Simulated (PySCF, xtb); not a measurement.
C₄H₄O₂, SMILES c1c(O)occ1. One conformer was computed; it need not be the lowest.

Harmonic wavenumbers (cm⁻¹) from xtb with GFN2-xTB at its own minimum, in rising order: 288, 313, 386, 582, 629, 660, 742, 786, 837, 855, 965, 1039, 1083, 1124, 1159, 1201, 1294, 1394, 1527, 1614, 3178, 3183, 3195, 3553.

### Question
What does PBE0-D3(BJ)/def2-SVP (PySCF 2.14.0) give at its own minimum? (Estimate from the structure and the level; the computed values follow.)

### Answer
264, 306, 447, 617, 681, 707, 724, 764, 880, 903, 996, 1026, 1115, 1167, 1216, 1278, 1362, 1517, 1604, 1694, 3275, 3287, 3318, 3913. Paired by order, the mean absolute difference is 68 cm⁻¹ and the zero-point energies are 45.2 and 47.3 kcal/mol.
